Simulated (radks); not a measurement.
Polarisability of the arsenic ion As5+, [Ar] 3d10, at imaginary frequency. Calculated with a radial shooting solver on a logarithmic mesh with Libxc functionals: scalar-relativistic Kohn-Sham, exchange-only LDA, spin-polarised, spherical densities, finite nucleus; Fermi nuclear charge, rms radius 4.0968 fm. Response by self-consistent Sternheimer equations with the Hartree and adiabatic exchange-only LDA kernel, the relativistic mass of each level held fixed and spin-orbit coupling left out.

w (hartree),alpha1(iw) (bohr^3),alpha2(iw) (bohr^5)
0.00266,0.5729,0.6829
0.0143,0.5729,0.6828
0.0360,0.5728,0.6827
0.0697,0.5726,0.6821
0.118,0.5720,0.6806
0.186,0.5706,0.6773
0.280,0.5677,0.6705
0.413,0.5619,0.6570
0.605,0.5503,0.6315
0.892,0.5275,0.5868
1.35,0.4846,0.5159
2.12,0.4105,0.4179
3.59,0.2985,0.2967
6.94,0.1606,0.1604
17.5,0.04565,0.04462

Static values: alpha1 = 0.5729 bohr^3 (0.08489 angstrom^3; uncoupled 0.6837), alpha2 = 0.6829 bohr^5, alpha3 = 1.171 bohr^7. C6 = 0.9568, C8 = 5.069, triple-dipole C9 = 0.3791 atomic units. One-pole (London) frequency 4 C6 / (3 alpha1^2) = 3.887 hartree, against 3.877 for minus the highest occupied eigenvalue.
